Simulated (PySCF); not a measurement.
ReF3: breathing scan

These are results of PBE0/[Re def2-TZVP with ECP60, F def2-TZVP], scalar-relativistic core potentials, density fitting, no spin–orbit coupling, PySCF, not measurements.

Rigid scan from the singlet minimum (Re–F 1.782 Å, Re–F 1.820 Å (×2); F–Re–F 94.3°, F–Re–F 132.9° (×2)). Coordinate: all bonds to the central atom scaled together. Energies in kJ/mol from the minimum.

Task: Predict the curve at 0.88, 0.92, 0.96, 1.00, 1.04, 1.08, 1.14, 1.22, 1.35.

Result: 
| scale of all bonds to the centre | E (kJ/mol) | dipole size (D) |
| --- | --- | --- |
| 0.88 | 409.7 | 0.99 |
| 0.92 | 157.0 | 1.11 |
| 0.96 | 33.9 | 1.22 |
| 1.00 | 0.0 | 1.31 |
| 1.04 | 25.8 | 1.39 |
| 1.08 | 90.3 | 1.45 |
| 1.14 | 227.9 | 1.52 |
| 1.22 | 443.0 | 1.61 |
| 1.35 | 793.6 | 1.65 |

At long bonds a restricted determinant can lie too high, and another spin state can fall below this curve.

Stability towards spin polarisation was not tested. With an element this heavy the missing spin–orbit coupling can shift these numbers.

The scan took roughly 2.9 core-minutes on a shared host.
